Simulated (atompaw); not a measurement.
**Scattering properties, PAW (atompaw) potential for Se (Z = 34)**

```json
{"Element": "Se (Z = 34)", "Generator": "atompaw 4.2.0.5", "Type": "PAW", "Functional": "PBEsol", "Relativity": "scalar-relativistic", "Frozen core": "[Ar] 3d10", "Valence charge": "6", "Reference configuration": "4s2 4p4", "Partial waves": "4s (bound): rc 1.40 bohr; 4s channel at 2.35 Ry: rc 1.40 bohr; 4p (bound): rc 1.40 bohr; 4p channel at 5.11 Ry: rc 1.35 bohr; 4d channel at 0.15 Ry: rc 1.40 bohr; 4d channel at 2.45 Ry: rc 1.40 bohr", "Local potential": "troulliermartins scheme with l = 3 at 0 Ry, radius 1.05 bohr", "Core correction": "smooth core density matched at 1.25 bohr", "Augmentation charge": "besselshape compensation charge, radius 1.10 bohr; PAW radius 1.40 bohr; waves and projectors: custom polynom vanderbiltortho"}
```

The phase is arctan(r·u′/u) with u = r·R(r), unwrapped; energies in Ry, scanned from -3 to 5 Ry. A pole is an energy at which the radial function vanishes at the test radius. The pseudo phase is shifted by a multiple of π to meet the all-electron one at the reference energy, and phase errors are pseudo minus all-electron; the curves can meet again beyond the range given. Levels narrower than the energy grid can be missing from the lists of poles.

| channel | radius (bohr) | reference energy (Ry) | poles, all-electron | poles, pseudo | unbroken range about the reference energy with phases within 0.05 rad | phase error 1 Ry above the reference energy (rad) |
| --- | --- | --- | --- | --- | --- | --- |
| s | 1.40 | -1.27 | none | none | the whole range | -0.000 |
| p | 1.40 | -0.48 | none | none | the whole range | +0.000 |
| d | 1.40 | 0.15 | none | none | the whole range | +0.000 |

Note: ghost states, extra bound levels that the all-electron valence spectrum of the same l lacks: s at -291.3 eV, p at -85.6 eV, d at -51.5 eV. A true bound ghost makes a file unfit for plane-wave use.

Phases in the d channel:

| E (Ry) | all-electron | pseudo |
| --- | --- | --- |
| -3.00 | 1.446 | 1.458 |
| -2.76 | 1.410 | 1.417 |
| -2.52 | 1.382 | 1.386 |
| -2.28 | 1.359 | 1.361 |
| -2.04 | 1.338 | 1.340 |
| -1.80 | 1.320 | 1.321 |
| -1.56 | 1.303 | 1.304 |
| -1.32 | 1.286 | 1.287 |
| -1.08 | 1.270 | 1.270 |
| -0.84 | 1.254 | 1.254 |
| -0.60 | 1.238 | 1.238 |
| -0.36 | 1.221 | 1.221 |
| -0.12 | 1.203 | 1.203 |
| 0.12 | 1.184 | 1.184 |
| 0.36 | 1.165 | 1.165 |
| 0.60 | 1.143 | 1.143 |
| 0.84 | 1.120 | 1.120 |
| 1.08 | 1.094 | 1.094 |
| 1.32 | 1.066 | 1.066 |
| 1.56 | 1.035 | 1.035 |
| 1.80 | 1.000 | 1.000 |
| 2.04 | 0.960 | 0.960 |
| 2.28 | 0.914 | 0.914 |
| 2.52 | 0.862 | 0.862 |
| 2.76 | 0.802 | 0.802 |
| 3.00 | 0.731 | 0.731 |
| 3.24 | 0.649 | 0.649 |
| 3.48 | 0.552 | 0.553 |
| 3.72 | 0.440 | 0.440 |
| 3.96 | 0.310 | 0.311 |
| 4.20 | 0.165 | 0.167 |
| 4.44 | 0.007 | 0.010 |
| 4.68 | -0.156 | -0.152 |
| 4.92 | -0.317 | -0.311 |
